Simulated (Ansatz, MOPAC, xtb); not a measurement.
Diatomic BeCl, multiplicity 2 (the spin of the measured ground state).

Seven points along R, fitted to fifth degree in 1/R; most abundant isotopes. Runs in def2 and cc sets follow the lowest solution found near the PBE0 minimum.

The values were computed with Ansatz (an electronic-structure program); MOPAC for PM6, PM7 (differences of heats of formation); xtb for the GFN methods.  The GFN methods have no spin term and hold the electronic entropy of 300 K.

```tsv
level	r_e (Å)	ω_e (cm⁻¹)	α_e (cm⁻¹)	ω_e x_e (cm⁻¹)	D_e (eV)	dipole (D)
PM6	1.828	851	0.0057	4.7	-	-
PM7	1.826	916	0.0057	5.7	-	-
GFN1-xTB	1.824	807	0.011	9.1	-	-
GFN2-xTB	1.777	791	0.011	7.9	-	-
SVWN5/def2-TZVPP	1.805	826	0.0068	5.1	4.71	0.65
PBE/def2-TZVPP	1.821	809	0.0068	5.0	4.27	0.70
r2SCAN/def2-TZVPP	1.817	821	0.0067	4.9	4.42	0.83
B97M-V/def2-TZVPP	1.810	829	0.0068	5.4	4.04	0.90
B3LYP/def2-TZVPP	1.816	817	0.0067	5.0	4.04	0.85
PBE0/def2-TZVPP	1.813	828	0.0066	4.9	4.21	0.81
BHLYP/def2-TZVPP	1.809	836	0.0066	4.9	3.94	0.94
CAM-B3LYP/def2-TZVPP	1.809	831	0.0066	4.9	4.06	0.86
wB97X-V/def2-TZVPP	1.817	829	0.0064	4.7	4.05	0.88
wB97M-V/def2-TZVPP	1.815	819	0.0067	4.9	3.94	0.96
B2PLYP/def2-TZVPP	1.817	823	0.0066	4.8	4.02	-
CCSD/aug-cc-pV(T+d)Z	1.812	841	0.0064	4.9	-	-
CCSD/def2-TZVPP	1.822	824	0.0064	4.6	3.53	-
CCSD/aug-cc-pV(Q+d)Z	1.805	845	0.0065	4.9	-	-
CCSD/def2-QZVPP	1.804	847	0.0065	4.9	3.79	-
CCSD(T)/aug-cc-pV(T+d)Z	1.814	836	0.0065	4.9	-	-
CCSD(T)/def2-TZVPP	1.824	820	0.0064	4.7	3.62	-
CCSD(T)/aug-cc-pV(Q+d)Z	1.807	840	0.0066	4.9	-	-
CCSD(T)/def2-QZVPP	1.805	842	0.0065	4.9	3.90	-
CCSD(T)/CBS(aug-cc-pV(T+d)Z, aug-cc-pV(Q+d)Z)	1.804	843	0.0066	4.9	-	-
```

D_e counts from each atom's lowest state at the same level, without counterpoise or zero-point energy.

Correlated levels freeze the inner cores; with def2 sets outer-core shells near the valence are correlated too. CBS(a, b) extrapolates the correlation energy as X⁻³ and adds the Hartree–Fock energy of set b. The state reached by PM6, PM7 isn't checked; PM7 holds dispersion and hydrogen-bond terms.

Measured for the ground state: r_e 1.7971 Å, ω_e 846.7 cm-1, ω_e x_e 4.85 cm-1, B_e 0.7285 cm-1, α_e 0.0069 cm-1 [Huber and Herzberg (1979), NIST Chemistry WebBook].
